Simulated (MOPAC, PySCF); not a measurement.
Potential energy curve for Ge₂, triplet. Each curve is given relative to its own lowest point near equilibrium.

```tsv
R / Å	A	B	C	D
1.77	3.197	3.927	4.218	4.083
1.92	1.101	1.655	1.905	1.734
2.04	0.291	0.748	0.915	0.766
2.15	0.001	0.394	0.401	0.324
2.26	0.000	0.084	0.129	0.177
2.30	0.050	0.031	0.073	0.097
2.38	0.207	0.000	0.011	0.012
2.45	0.390	0.037	0.000	0.000
2.54	0.663	0.150	0.027	0.051
2.59	0.826	0.237	0.057	0.103
2.77	0.880	0.649	0.217	0.389
```

Energies in eV.

### Question
Match the curves with the methods PM6, unrestricted, heats of formation (MOPAC); unrestricted Hartree-Fock/3-21G (PySCF); PySCF with unrestricted CAM-B3LYP/cc-pVDZ; PySCF with unrestricted PBE/cc-pVDZ.

### Answer
A is PM6; B is UKS-CAM-B3LYP; C is UHF/3-21G; D is UKS-PBE.

The scan ran from 1.77 to 7.16 Å; beyond the distances shown one of the unrestricted levels run for this scan, shown here or not, changes its spin distribution in one step. The unrestricted determinant behind UHF/3-21G is spin-contaminated at 2.04 to 2.77 Å (<S²> up to 2.8, against 2.00 for a pure triplet).
